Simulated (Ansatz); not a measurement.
Reaction (SMILES): C[CH]CC(C)(C)C → [CH2]C(C)(C)C(C)C
Structures are relaxed separately at B3LYP-D3(BJ)/def2-TZVP in Ansatz (an electronic-structure program), one conformer each, not searched for the lowest. Frequencies are from Ansatz.

Wanted: isomerisation energy (enthalpy at 298 K, with B3LYP-D3(BJ) rigid-rotor harmonic-oscillator terms), in eV. Cores are frozen in the correlated levels unless marked. Open shells are spin-unrestricted. Spin-orbit coupling is left out. Non-relativistic. CBS(X,Y): correlation extrapolated as X^-3; Hartree-Fock from the larger set. The bracket is a focal-point correction in the basis named.

```json
[
 {"level": "BLYP/def2-TZVPD", "program": "Ansatz", "isomerisation energy (eV)": "(withheld)"},
 {"level": "revPBE-D3(BJ)/def2-TZVPD", "program": "Ansatz + dftd3", "isomerisation energy (eV)": "0.24"},
 {"level": "r2SCAN/def2-TZVPD", "program": "Ansatz", "isomerisation energy (eV)": "0.23"},
 {"level": "B3LYP-D4/def2-TZVPD", "program": "Ansatz + dftd4", "isomerisation energy (eV)": "0.23"},
 {"level": "PBE0/def2-SVP", "program": "Ansatz", "isomerisation energy (eV)": "(withheld)"},
 {"level": "PBE0-D4/def2-TZVP", "program": "Ansatz + dftd4", "isomerisation energy (eV)": "0.23"},
 {"level": "PBE0/def2-TZVP", "program": "Ansatz", "isomerisation energy (eV)": "0.25"},
 {"level": "r2SCAN0/def2-TZVPD", "program": "Ansatz", "isomerisation energy (eV)": "0.22"},
 {"level": "wB97M-V/def2-TZVPD", "program": "Ansatz", "isomerisation energy (eV)": "0.19"},
 {"level": "wB97X-V/def2-TZVPD", "program": "Ansatz", "isomerisation energy (eV)": "(withheld)"},
 {"level": "B2GP-PLYP-D3(BJ)/def2-TZVPD", "program": "Ansatz + dftd3", "isomerisation energy (eV)": "0.19"},
 {"level": "RPA@PBE/cc-pVTZ", "program": "Ansatz", "isomerisation energy (eV)": "(withheld)"},
 {"level": "SCS-MP2/cc-pVDZ", "program": "Ansatz", "isomerisation energy (eV)": "0.15"},
 {"level": "SCS-MP2/cc-pVTZ", "program": "Ansatz", "isomerisation energy (eV)": "0.15"},
 {"level": "RI-MP2/CBS(cc-pVTZ,cc-pVQZ)+[CCSD(T)-MP2]/cc-pVTZ", "program": "Ansatz", "isomerisation energy (eV)": "0.16"}
]
```

Task: Fill in the missing entries.

Result: 
- BLYP/def2-TZVPD, isomerisation energy (eV): 0.30
- PBE0/def2-SVP, isomerisation energy (eV): 0.27
- wB97X-V/def2-TZVPD, isomerisation energy (eV): 0.21
- RPA@PBE/cc-pVTZ, isomerisation energy (eV): 0.14
